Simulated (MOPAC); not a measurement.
MOPAC input (PM6):

```
PM6 PRECISE GNORM=0.05 LET XYZ GEO-OK AUX(PRECISION=9) THREADS=1
Cl2Sr

Sr    0.18626000 1   -0.31630100 1    0.11351400 1
Cl    1.54378400 1    0.76688200 1   -1.84975400 1
Cl   -1.96013100 1   -0.05985600 1    1.59601800 1
```

From the output:

```
                                                       MOPAC v23.2.5 Linux

          FINAL HEAT OF FORMATION =       -115.36119 KCAL/MOL =    -482.67122 KJ/MOL

          COSMO AREA              =        164.43 SQUARE ANGSTROMS
          COSMO VOLUME            =        190.10 CUBIC ANGSTROMS

          GRADIENT NORM           =          0.00787          =       0.00454 PER ATOM
          IONIZATION POTENTIAL    =         10.455101 EV
          HOMO LUMO ENERGIES (EV) =        -10.455 -0.321
          NO. OF FILLED LEVELS    =          8
          MOLECULAR WEIGHT        =        158.5260         POINT GROUP:  D*h

          MOLECULAR DIMENSIONS (Angstroms)

            Atom       Atom       Distance
           Cl     3   Cl     2     5.20293
           Sr     1   Cl     2     0.00086
           Sr     1   Cl     3     0.00000

          SCF CALCULATIONS        =         14

   ATOM   CHEMICAL          X               Y               Z
  NUMBER   SYMBOL      (ANGSTROMS)     (ANGSTROMS)     (ANGSTROMS)

     1      Sr         -0.03434877  *   0.05833050  *  -0.02093371  *
     2      Cl          1.79439767  *   0.49056770  *  -1.81995218  *
     3      Cl         -1.86392964  *  -0.37249305  *   1.77757897  *

                             CARTESIAN COORDINATES

   1   Sr       -0.034348774     0.058330496    -0.020933709
   2   Cl        1.794397668     0.490567703    -1.819952176
   3   Cl       -1.863929638    -0.372493045     1.777578967

           Empirical Formula: Sr Cl2  =     3 atoms

      MOLECULAR POINT GROUP   :   D*h

                  EIGENVALUES
 -26.02518 -25.72471 -12.97980 -11.43787 -10.83638 -10.83638 -10.45510 -10.45510
  -0.32109   0.63574   0.63574   2.55698  93.78596  94.00754  94.01125  94.01125
  94.01777  94.01777  94.33598  94.33598  94.34508  94.34508

              NET ATOMIC CHARGES AND DIPOLE CONTRIBUTIONS

  ATOM NO.   TYPE          CHARGE      No. of ELECS.   s-Pop       p-Pop       d-Pop
    1         Sr           0.970478        1.0295     0.35974     0.66978
    2         Cl          -0.485239        7.4852     1.99339     5.49127     0.00057
    3         Cl          -0.485240        7.4852     1.99339     5.49127     0.00057
 DIPOLE           X         Y         Z       TOTAL
 POINT-CHG.     0.002    -0.003     0.001     0.004
 HYBRID         0.000    -0.001     0.000     0.001
 SUM            0.002    -0.004     0.001     0.005

          ATOMIC ORBITAL ELECTRON POPULATIONS

     Atom    s        px        py        pz      x^2-y^2     xz        z^2       yz        xy
    1 Sr   0.35974   0.28970   0.09710   0.28298
    2 Cl   1.99339   1.76934   1.94655   1.77538   0.00009   0.00028   0.00009   0.00006   0.00006
    3 Cl   1.99339   1.76916   1.94662   1.77549   0.00009   0.00028   0.00009   0.00006   0.00006

 **********************
 *                    *
 * JOB ENDED NORMALLY *
 *                    *
 **********************

 == MOPAC DONE ==
```

The geometry given is a B3LYP-D3(BJ)/def2-TZVP minimum.
